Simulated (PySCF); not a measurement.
**Ionisation energy of Ar²⁺ by level of theory**

Ar²⁺ [Ne] 3s2 3p4 (3P) → Ar³⁺ [Ne] 3s2 3p3 (4S), as a difference of total energies. Calculation: PySCF 2.14, in aug-cc-pwCVDZ; the non-relativistic Hamiltonian (point nucleus). Correlated levels: valence: [Ne] frozen; valence and next inner shell: 1s2 frozen; nothing frozen. The calculations carry no spin-orbit coupling.

```csv
method,ionisation energy (eV),plus first-order spin-orbit estimate,difference from reference of that sum (eV)
UHF,39.314,39.375,-1.360
LDA,40.822,40.883,+0.148
PBE,40.692,40.753,+0.018
PBE0,40.678,40.740,+0.005
r2SCAN,40.607,40.669,-0.066
M06-L,40.417,40.478,-0.257
r2SCAN0,40.597,40.658,-0.077
LC-wPBE,40.866,40.927,+0.192
revPBE,40.650,40.712,-0.023
MP2 (valence),39.834,39.895,-0.840
SCS-MP2 (valence),39.860,39.921,-0.814
MP2 (valence and next inner shell),39.842,39.903,-0.832
SCS-MP2 (valence and next inner shell),39.858,39.919,-0.816
MP2 (all electrons),39.842,39.904,-0.831
SCS-MP2 (all electrons),39.858,39.919,-0.816
```

Reference: 40.735 ± 0.012 eV (semi-empirical (NIST evaluation); NIST Atomic Spectra Database, ionization energies).

A first-order spin-orbit estimate (lowest level to lowest level, LS coupling) adds 0.061 eV.

Errors of the correlated levels include the incompleteness of this basis and the frozen core.
